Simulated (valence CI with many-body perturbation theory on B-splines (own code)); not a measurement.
**Energy levels of Sb30+**

Method: relativistic CI+MBPT: three valence electrons over a frozen Dirac-Fock core [Ar], radial functions for each j: 7 s, 7 p, 8 d, 6 f, 4 g, 1 h, with the one-electron correlation potential Σ1, the two-electron term Σ2, the three-electron term Σ3, Breit, model QED; selected CI, second order for the rest, scaled by the run's own slope (own B-spline code, finite nucleus).

The last digits are not significant, and no measured levels were compared; by estimate large intervals hold to a few tenths of a per cent, small ones and those within an open d or f shell to about a per cent. Only levels of the ground parity were solved; by the run's estimate the other parity begins above the list, which can be wrong where configurations are misplaced.

Levels 1 to 19 of 19, with energies above the lowest level, (3d3/2^3) J=3/2. "Leading %" is the weight of the configuration and term that name the level; weights of strongly mixed levels are sums over their largest components and can fall short, so below about 35 % the name and the second component can differ from the true leading terms, or belong to a minority configuration. In the jj column 3d3/2^4 stands for four electrons in 3d with j = 3/2. Lifetimes count E1, E2, E3, M1 and M2 decay at the calculated energies, and are blank where another channel may lead or the interval is too uncertain; long ones can be off by a factor of two.

| No. | Configuration | Term | J | E (eV) | Leading % | g | Lifetime | Second component | Leading jj |
| --- | --- | --- | --- | --- | --- | --- | --- | --- | --- |
| 1 | 3d3 | 4F | 3/2 | 0.000 | 71 | 0.548 |  | 23 % 3d3 2D | 3d3/2^3 (85 %) |
| 2 | 3d3 | 4F | 5/2 | 7.689 | 92 | 1.038 | 126 μs | 8 % 3d3 2D | 3d3/2^2 3d5/2 (94 %) |
| 3 | 3d3 | 4F | 7/2 | 12.174 | 70 | 1.142 | 741 μs | 25 % 3d3 2G | 3d3/2^2 3d5/2 (72 %) |
| 4 | 3d3 | 4P | 3/2 | 13.085 | 44 | 1.314 | 103 μs | 33 % 3d3 2P | 3d3/2^2 3d5/2 (88 %) |
| 5 | 3d3 | 2G | 9/2 | 14.043 | 41 | 1.139 | 21.1 ms | 36 % 3d3 4F | 3d3/2^2 3d5/2 (85 %) |
| 6 | 3d3 | 4P | 1/2 | 15.383 | 67 | 2.003 | 338 μs | 33 % 3d3 2P | 3d3/2^2 3d5/2 (98 %) |
| 7 | 3d3 | 2G | 7/2 | 22.138 | 68 | 0.994 | 44.3 μs | 29 % 3d3 4F | 3d3/2 3d5/2^2 (80 %) |
| 8 | 3d3 | 4P | 5/2 | 23.238 | 82 | 1.510 | 146 μs | 13 % 3d3 2D | 3d3/2 3d5/2^2 (50 %) |
| 9 | 3d3 | 2H | 9/2 | 23.397 | 52 | 1.108 | 74.8 μs | 47 % 3d3 4F | 3d3/2 3d5/2^2 (74 %) |
| 10 | 3d3 | 2D | 3/2 | 26.627 | 44 | 1.165 | 25.5 μs | 42 % 3d3 4P | 3d3/2 3d5/2^2 (97 %) |
| 11 | 3d3 | 2P | 1/2 | 28.098 | 67 | 1.324 | 49.0 μs | 33 % 3d3 4P | 3d3/2 3d5/2^2 (98 %) |
| 12 | 3d3 | 2H | 11/2 | 29.627 | 100 | 1.086 | 156 μs |  | 3d3/2 3d5/2^2 (100 %) |
| 13 | 3d3 | 2D | 5/2 | 31.826 | 91 | 1.197 | 60.8 μs | 6 % 3d3 4F | 3d3/2 3d5/2^2 (68 %) |
| 14 | 3d3 | 2F | 5/2 | 34.575 | 78 | 0.966 | 77.6 μs | 13 % 3d3 2D | 3d3/2 3d5/2^2 (66 %) |
| 15 | 3d3 | 2F | 7/2 | 35.933 | 92 | 1.121 | 85.7 μs | 7 % 3d3 2G | 3d3/2 3d5/2^2 (91 %) |
| 16 | 3d3 | 2G | 9/2 | 36.360 | 58 | 1.093 | 30.3 μs | 25 % 3d3 2H | 3d5/2^3 (87 %) |
| 17 | 3d3 | 2P | 3/2 | 39.077 | 57 | 1.193 | 27.8 μs | 29 % 3d3 2D | 3d5/2^3 (73 %) |
| 18 | 3d3 | 2D | 3/2 | 51.060 | 96 | 0.822 | 26.1 μs |  | 3d3/2 3d5/2^2 (73 %) |
| 19 | 3d3 | 2D | 5/2 | 53.063 | 75 | 1.153 | 14.6 μs | 18 % 3d3 2F | 3d5/2^3 (77 %) |

The ionisation energy to 3d2 3F_2 of the next ion comes out as 1781.7 eV (NIST: 1781 ± 4 eV (theoretical)). All 19 levels together are meant to be complete up to 55.186 eV.
